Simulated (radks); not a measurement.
The numbers below are computed, except where a source is named.
All-electron atom: Tm60+ in [He] 2s2 2p5.

Level of theory: scalar-relativistic Kohn-Sham, PBEsol, spin-polarised, spherical densities, point nucleus; open shells are filled with parallel spins first (spin-orbit coupling, left out, can overturn this in heavy ions) (a radial shooting solver on a logarithmic mesh with Libxc functionals).

Energy parts (eV):
part                      energy
total                 -244154.98
kinetic                272962.63
electron-nucleus      -530904.55
Hartree                 16780.06
exchange-correlation    -2993.11

Orbitals (lengths in bohr, moments of r in powers of bohr; r(90%) holds 90 % of the orbital's charge):
| orbital | occ. | eigenvalue (eV) | <r^2> | r(90%) | <1/r> |
|---|---|---|---|---|---|
| 1s up | 1 | -64642.75 | 0.0005470 | 0.0363 | 79.16 |
| 1s down | 1 | -64628.24 | 0.0005468 | 0.0362 | 79.17 |
| 2s up | 1 | -14940.59 | 0.008127 | 0.128 | 18.87 |
| 2s down | 1 | -14918.89 | 0.008137 | 0.128 | 18.85 |
| 2p up | 3 | -13841.26 | 0.006539 | 0.119 | 17.35 |
| 2p down | 2 | -13815.45 | 0.006551 | 0.119 | 17.33 |

The highest occupied level is 2p down at -13815.4 eV. Spin moment in Bohr magnetons: 1. Summed over all electrons, <r^2> = 0.05008 bohr^2, which gives a Langevin (diamagnetic) susceptibility term of -0.0397 x 10^-6 cm^3/mol.
